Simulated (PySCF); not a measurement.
## Radial density of Mn²⁺ (manganese, charge +2)

UHF, [Ar] 3d5, high-spin 6S determinant. Computed with PySCF 2.14 in def2-TZVP, with no relativity, point nucleus.

| r (bohr) | 4πr²ρ (e/bohr) | 4πr²(ρα − ρβ) |
| --- | --- | --- |
| 0.000860 | 0.09388 | 0.0000 |
| 0.00145 | 0.2587 | 0.0000 |
| 0.00243 | 0.6950 | 0.0000 |
| 0.00409 | 1.812 | 0.0000 |
| 0.00689 | 4.456 | -0.0001 |
| 0.0116 | 9.986 | -0.0002 |
| 0.0195 | 19.08 | -0.0002 |
| 0.0328 | 28.19 | 0.0002 |
| 0.0551 | 28.48 | 0.0028 |
| 0.0927 | 22.98 | 0.0183 |
| 0.156 | 30.36 | 0.1288 |
| 0.262 | 27.89 | 0.7385 |
| 0.441 | 11.75 | 2.6634 |
| 0.742 | 15.10 | 4.4194 |
| 1.25 | 7.037 | 2.8471 |
| 2.10 | 0.8453 | 0.6203 |
| 3.53 | 0.03376 | 0.0333 |
